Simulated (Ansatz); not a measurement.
System: C₄H₃OSe, net charge -1, singlet state. It need not be the lowest isomer of its formula. Whether it binds its extra electron was not tested at this geometry. SMILES: Oc1[c-]cc[se]1
Geometry from a B3LYP-D3(BJ)/def2-TZVP (Ansatz, a quantum-chemistry and plane-wave program) optimisation:
```
C
C 1 1.3165
O 1 1.3816 2 131.90
H 3 0.9634 1 107.06 2 153.42
C 2 1.4382 1 111.57 3 176.86
C 5 1.3655 2 120.09 1 0.70
H 6 1.0824 5 127.00 2 177.65
H 5 1.0899 6 118.24 7 -1.08
Se 6 1.8841 7 120.27 5 179.19
```
Charge -1, spin multiplicity 1.

Parts of the frozen-core correlation energy in 6-31G* (Ansatz, hartree). Frozen orbitals: 19; correlated occupied orbitals by spin: 16 and 16; virtual: 81 and 81. No spin-orbit coupling. No relativistic terms. The restricted reference is unstable.

```json
[
 {"term": "reference (HF)", "value": "-2627.49090"},
 {"term": "MP2 opposite-spin", "value": "___"},
 {"term": "MP2 same-spin", "value": "___"},
 {"term": "CCSD correlation", "value": "-0.84577"},
 {"term": "(T)", "value": "___"},
 {"term": "T1 diagnostic", "value": "0.023"},
 {"term": "largest doubles amplitude", "value": "0.082"}
]
```

Task: Complete the blanks.

Result: 
- MP2 opposite-spin, value: -0.59560
- MP2 same-spin, value: -0.22479
- (T), value: -0.03927
